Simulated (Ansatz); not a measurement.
Calculated with Ansatz (gas phase, PBE0-D4/def2-TZVP geometries, no zero-point term in ΔE). CCSD(T)/CBS is the MP2 limit (def2-TZVPP, def2-QZVPP) plus CCSD(T) − MP2 in def2-TZVPP, frozen cores. DFT in def2-TZVPP. B3LYP here is the variant with VWN-RPA as its local correlation; programs differ in this. HSE06 is defined as in plane-wave codes. Elements past krypton have def2 core potentials. For Br, Ge, Sn outer-core shells are correlated without core-valence functions, which leaves a few kJ/mol of doubt a bond. Scalar relativity is left out up to krypton. One conformer a species, not always the lowest.

`Cl[CH]([GeH3])Br` + `C[O][Sn]([OH])([F])[F]` → `C[O][Sn]([F])([F])[GeH3]` + `OC(Cl)Br`  (formal exchange of groups at a Ge–C bond)

```json
{"level": "LDA (SPW92)", "ΔE (kJ/mol)": "-48.8", "difference from CCSD(T)/CBS": "-46.6"}
{"level": "revPBE-D4", "ΔE (kJ/mol)": "-29.9", "difference from CCSD(T)/CBS": "-27.7"}
{"level": "BLYP-D4", "ΔE (kJ/mol)": "-29.4", "difference from CCSD(T)/CBS": "-27.2"}
{"level": "r2SCAN-D4", "ΔE (kJ/mol)": "-25.6", "difference from CCSD(T)/CBS": "-23.4"}
{"level": "B97M-V", "ΔE (kJ/mol)": "-13.3", "difference from CCSD(T)/CBS": "-11.1"}
{"level": "PBE0-D4", "ΔE (kJ/mol)": "-29.4", "difference from CCSD(T)/CBS": "-27.2"}
{"level": "B3LYP-D4", "ΔE (kJ/mol)": "-26.9", "difference from CCSD(T)/CBS": "-24.7"}
{"level": "r2SCANh-D4", "ΔE (kJ/mol)": "-25.3", "difference from CCSD(T)/CBS": "-23.1"}
{"level": "r2SCAN0-D4", "ΔE (kJ/mol)": "-24.9", "difference from CCSD(T)/CBS": "-22.7"}
{"level": "BHLYP-D4", "ΔE (kJ/mol)": "-20.6", "difference from CCSD(T)/CBS": "-18.4"}
{"level": "CAM-B3LYP-D4", "ΔE (kJ/mol)": "-23.0", "difference from CCSD(T)/CBS": "-20.8"}
{"level": "ωB97X-V", "ΔE (kJ/mol)": "-15.6", "difference from CCSD(T)/CBS": "-13.4"}
{"level": "ωB97M-V", "ΔE (kJ/mol)": "-18.1", "difference from CCSD(T)/CBS": "-15.9"}
{"level": "B2PLYP", "ΔE (kJ/mol)": "-15.3", "difference from CCSD(T)/CBS": "-13.1"}
{"level": "PBE-QIDH", "ΔE (kJ/mol)": "-13.6", "difference from CCSD(T)/CBS": "-11.4"}
{"level": "PBE", "ΔE (kJ/mol)": "-36.5", "difference from CCSD(T)/CBS": "-34.3"}
{"level": "revPBE", "ΔE (kJ/mol)": "-33.5", "difference from CCSD(T)/CBS": "-31.3"}
{"level": "BLYP", "ΔE (kJ/mol)": "-33.9", "difference from CCSD(T)/CBS": "-31.7"}
{"level": "r2SCAN", "ΔE (kJ/mol)": "-26.0", "difference from CCSD(T)/CBS": "-23.8"}
{"level": "PBE0", "ΔE (kJ/mol)": "-31.1", "difference from CCSD(T)/CBS": "-28.9"}
{"level": "B3LYP", "ΔE (kJ/mol)": "-30.4", "difference from CCSD(T)/CBS": "-28.2"}
{"level": "r2SCANh", "ΔE (kJ/mol)": "-25.7", "difference from CCSD(T)/CBS": "-23.5"}
{"level": "r2SCAN0", "ΔE (kJ/mol)": "-25.3", "difference from CCSD(T)/CBS": "-23.1"}
{"level": "HSE06", "ΔE (kJ/mol)": "-31.1", "difference from CCSD(T)/CBS": "-28.9"}
{"level": "BHLYP", "ΔE (kJ/mol)": "-23.4", "difference from CCSD(T)/CBS": "-21.2"}
{"level": "CAM-B3LYP", "ΔE (kJ/mol)": "-24.8", "difference from CCSD(T)/CBS": "-22.6"}
{"level": "LC-ωPBE", "ΔE (kJ/mol)": "-15.3", "difference from CCSD(T)/CBS": "-13.1"}
{"level": "RPA@PBE/def2-TZVPP", "ΔE (kJ/mol)": "0.8", "difference from CCSD(T)/CBS": "3.0"}
{"level": "HF/def2-SVP", "ΔE (kJ/mol)": "-40.7", "difference from CCSD(T)/CBS": "-38.5"}
{"level": "MP2/def2-SVP", "ΔE (kJ/mol)": "-14.7", "difference from CCSD(T)/CBS": "-12.5"}
{"level": "CCSD/def2-SVP", "ΔE (kJ/mol)": "-27.3", "difference from CCSD(T)/CBS": "-25.1"}
{"level": "CCSD(T)/def2-SVP", "ΔE (kJ/mol)": "-27.9", "difference from CCSD(T)/CBS": "-25.7"}
{"level": "HF/def2-TZVPP", "ΔE (kJ/mol)": "-10.6", "difference from CCSD(T)/CBS": "-8.4"}
{"level": "SCS-MP2/def2-TZVPP", "ΔE (kJ/mol)": "3.5", "difference from CCSD(T)/CBS": "5.7"}
{"level": "CCSD/def2-TZVPP", "ΔE (kJ/mol)": "-4.0", "difference from CCSD(T)/CBS": "-1.8"}
{"level": "CCSD(T)/def2-TZVPP", "ΔE (kJ/mol)": "-2.9", "difference from CCSD(T)/CBS": "-0.7"}
{"level": "MP2/def2-QZVPP", "ΔE (kJ/mol)": "3.8", "difference from CCSD(T)/CBS": "6.0"}
{"level": "SCS-MP2/def2-QZVPP", "ΔE (kJ/mol)": "5.2", "difference from CCSD(T)/CBS": "7.4"}
{"level": "HF/CBS(def2)", "ΔE (kJ/mol)": "-8.3", "difference from CCSD(T)/CBS": "-6.1"}
{"level": "CCSD/CBS(def2)", "ΔE (kJ/mol)": "-3.3", "difference from CCSD(T)/CBS": "-1.1"}
{"level": "CCSD(T)/CBS", "ΔE (kJ/mol)": "-2.2", "difference from CCSD(T)/CBS": "0"}
```

Largest T1 diagnostic among the species: 0.015.

In def2-TZVPP, CCSD(T) changes the Hartree–Fock value by +7.7 kJ/mol (the triples alone add +1.1 kJ/mol) and MP2 by +13.3 kJ/mol. The D4 term adds +3.5 kJ/mol with B3LYP and +1.7 kJ/mol with PBE0; it sums over pairs of atoms, weighted by their polarisabilities, and B3LYP, whose exchange is more repulsive, gets the larger term. Leaving LDA and LC-ωPBE aside and taking each functional with its dispersion term where it has one, the values, not all of them listed here, spread over 21.1 kJ/mol, from PBE-D4 to B97M-V. LDA lies −12.2 kJ/mol from PBE without D4.
